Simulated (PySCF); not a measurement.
C7H13NSi.
SMILES with atom numbers: `[CH2:1]=[C:2]([SiH3:3])/[CH:4]=[N:5]\[CH:6]1[CH2:7][CH2:8][CH2:9]1`

NICS is the negative of the GIAO shielding at a point without a nucleus: at the ring centre (0) and 1 Å above and below it (1); zz is the component along the ring normal. Level: GIAO PBE0/pcSseg-1 (PySCF, non-relativistic, gas phase) on the GFN2-xTB geometry, one conformer.

Ring bond lengths (Å), with Mayer bond orders in brackets: C6–C7 1.542 (1.00), C7–C8 1.535 (1.05), C8–C9 1.534 (1.05), C9–C6 1.547 (0.99).

Give the NICS values of each ring in ppm.

```
       ring                                            type  NICS(0)  NICS(1), two faces  NICS(1)zz, two faces  rms pucker (Å)  centre to ring atoms, mean (Å)
C6–C7–C8–C9  4-membered carbocycle; formal bonds all single      1.3          0.8 / -0.3             5.0 / 3.4            0.09                            1.09
```

What can be read from them?

- C6–C7–C8–C9: mean NICS(1)zz 4.2 ppm, deshielded. C6, C7, C8, C9 have four or more neighbours, so the value isn't read as a sign of a π ring current.

At the first NICS(1) probe listed for ring C6–C7–C8–C9, 1 Å off the ring, how large is the induced field along the normal in 7.05 T applied along it?

NICSzz × B0 = 5.0 ppm × 7.05 T = 35 μT, along the applied field.

Give the inner angles of the rings and the Hirshfeld charges of the ring atoms.

- C6–C7–C8–C9: C6 88.6° (+0.009 e), C7 89.7° (-0.077 e), C8 89.3° (-0.072 e), C9 89.6° (-0.073 e); sum 357.2° against 360° for a flat convex ring.

What are the shieldings of the ring atoms and their hydrogens in the same run (means over atoms taken as equivalent)?

| atoms | environment | σ isotropic (ppm) | principal values of the symmetric part, first atom (ppm) |
| --- | --- | --- | --- |
| C6 | sp3 carbon bound to nitrogen | 131.3 | 107.2, 136.0, 150.6 |
| C7 (×2) | four-membered-ring carbon | 154.7 | 140.0, 147.4, 179.0 |
| C8 | four-membered-ring carbon | 171.2 | 160.5, 169.8, 183.4 |
| H on C6 | methine hydrogen | 27.36 | 23.9, 26.3, 31.9 |
| H on C7 (×2) | methylene hydrogen | 29.57 | 26.2, 27.0, 35.1 |
| H on C7 (×2) | methylene hydrogen | 29.23 | 26.6, 27.2, 33.5 |
| H on C8 | methylene hydrogen | 29.77 | 26.7, 27.3, 35.3 |
| H on C8 | methylene hydrogen | 29.67 | 26.0, 26.8, 36.3 |

Shape of the structure used: `[CH2:1]=[C:2]([SiH3:3])/[CH:4]=[N:5]\[CH:6]1[CH2:7][CH2:8][CH2:9]1`: C1–C2–C4–N5 -59°, C4–N5–C6–C7 -149°.
